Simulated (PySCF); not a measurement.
Electron correlation in Si (silicon, neutral)

[Ne] 3s2 3p2, high-spin 3P determinant. All numbers are calculated (PySCF 2.14, scalar relativity by spin-free X2C-1e, in jorge-DZP-DKH). Frozen: [Ne]; 4 electrons correlated.

MP2 pair energies summed by pair of shells (mhartree):

```
 pair  energy  share (%)
3s-3p  -26.91       58.8
3s-3s  -14.27       31.2
3p-3p   -4.60       10.0
```

Total MP2 correlation energy: -45.78 mhartree.

Same-spin part -7.78 and opposite-spin part -38.00 mhartree; SCS-MP2 scales them by 1/3 and 6/5 to -48.19 mhartree.

| level | correlation energy (mhartree) |
| --- | --- |
| CCSD | -64.65 |
| (T) | -1.06 |
| CCSD(T) | -65.71 |

Diagnostics: T1 = 0.0098, D1 = 0.0253, largest double amplitude 0.105.

**Question.** Is a single reference adequate?

**Answer.** Mostly. T1 lies below 0.03, but a double amplitude of this size points to a near-degeneracy that CCSD handles and MP2 describes poorly.
